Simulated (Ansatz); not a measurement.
**Two structures, one formula**

The two ends of one reaction step of SnH$_{5}$BrO, closed shell (PBE0-D4/def2-TZVP).

A:

```xyz
8
angstrom
Sn -0.7217 0.8293 -0.4581
O -0.1894 -0.6294 0.8039
H -0.7953 0.0108 -1.9371
H -2.2283 1.3867 0.1082
H 0.4848 2.0255 -0.3703
H 1.1635 -1.3584 0.3463
Br 2.4259 -1.8975 -0.2194
H -0.1393 -0.3671 1.7267
```

B:

Sn1  (-0.005, 0.919, -0.868)
O2  (-0.617, -1.410, 1.117)
H3  (-0.983, -0.242, -1.618)
H4  (-0.620, 1.598, 0.560)
H5  (0.466, 2.143, -1.963)
H6  (0.319, -1.623, 1.023)
Br7  (2.175, -0.181, -0.298)
H8  (-0.736, -1.204, 2.047)
(Å)

Program: Ansatz 0.2.0. Basis: def2-TZVPP. Cores are frozen in the correlated methods. Filled d shells of the heavier atoms are correlated. Core potentials replace the inner electrons of the atoms past krypton. The def2 sets are not built for correlating such inner shells, so the correlated values are less sure here. B3LYP uses VWN-RPA correlation.

Which structure is lower at CCSD(T), and by how much? (An estimate is asked for; the value comes from the calculation.)

Computed: B, by 80.4 kJ/mol (electronic energy, against the other). By their contacts, A is a complex of SnH₄O ([OH][SnH3]) + HBr and B is a complex of SnH₃Br ([Br][SnH3]) + H₂O.

All methods give the same order:

| method | E(B) − E(A) (kJ/mol) |
| --- | --- |
| SPW92 | -64.3 |
| PBE-D4 | -74.3 |
| BLYP-D4 | -70.4 |
| r2SCAN-D4 | -77.7 |
| B97M-V | -81.4 |
| PBE0-D4 | -84.1 |
| B3LYP-D4 | -78.6 |
| r2SCAN0-D4 | -86.1 |
| BHLYP-D4 | -89.8 |
| CAM-B3LYP-D4 | -76.0 |
| wB97X-V | -82.8 |
| wB97M-V | -86.8 |
| B2PLYP | -77.7 |
| PBE-QIDH | -85.8 |
| RPA on PBE | -76.1 |
| HF | -103.5 |
| MP2 | -79.3 |
| CCSD | -84.3 |
| CCSD(T) | -80.4 |

The T1 diagnostic stays at or below 0.011.

Labels in which every atom is bracketed show which atoms are joined, not bond orders.

For scale, one of the runs: CCSD(T)/def2-TZVPP, 199 basis functions (an equivalent command: `ansatz run in.yaml --threads 4`). The run took 2.3 min on 4 CPU threads (shared host), with 2.8 GiB of host memory at its peak.
